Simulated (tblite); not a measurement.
Compound: C5H4FO2 (doublet state).
SMILES: `C1OC(=C[C@H](C=1)[O])F`

All values are computed: GFN2-xTB (tblite) harmonic vibrations without scaling, gas phase. This tight-binding method is rough: wavenumbers can miss measured ones by several per cent, in bad cases by 10 to 20. Open shells enter through the occupations alone, without spin polarisation, and single modes of such species can be off by tens of per cent.

Harmonic wavenumbers (cm⁻¹): 101.2, 180.9, 314.3, 365.0, 429.3, 474.4, 491.0, 554.1, 622.3, 740.1, 780.1, 815.5, 855.1, 875.0, 918.9, 948.1, 1001.1, 1019.0, 1114.1, 1134.6, 1179.3, 1233.9, 1267.9, 1319.1, 1631.4, 1696.1, 2376.2, 3087.0, 3132.8, 3138.8.

A = 3863, B = 1800, C = 1255 MHz; mass 115.020 u (most abundant isotopes); point group C1, symmetry number 1; spin multiplicity 2.

Task: What is the zero-point energy?

Result: Half the sum of the wavenumbers: 16898 cm⁻¹ = 202.15 kJ/mol.

Task: Entropy at 298.15 K, 1 bar (ideal gas, RRHO, classical rotation)?

Result: Translation 168.03, rotation 117.16, vibration 54.79, spin (R ln 2) 5.76: S = 345.7 J/(mol K).

Task: And Cp and H(298.15 K) − H(0)?

Result: Cp = 113.70 J/(mol K), of which vibrations give 80.44 (their classical limit is 30 R = 249.4); H(298.15 K) − H(0) = 19.93 kJ/mol without the zero-point energy, 10.02 from vibrations.

Task: Which modes carry the vibrational entropy at 298.15 K?

Result: 101.2 cm⁻¹: 14.36; 180.9 cm⁻¹: 9.70; 314.3 cm⁻¹: 5.60; 365.0 cm⁻¹: 4.61; 429.3 cm⁻¹: 3.60; 474.4 cm⁻¹: 3.03 J/(mol K); the other 24 give 13.89 together.

Task: Blend soft modes into free rotors: weight 1/[1 + (100 cm⁻¹/ν̃)⁴] for the oscillator and the rest for a rotor with moment μB/(μ + B), μ = h/(8π²ν), B = 10⁻⁴⁴ kg m². What vibrational entropy results?

Result: 53.62 J/(mol K) in place of 54.79, which changes −T·S at 298.15 K by +0.35 kJ/mol.

Hindered rotation and anharmonicity are outside this model. The structure is chiral; the term R ln 2 for an equal mix with its mirror image is left out.
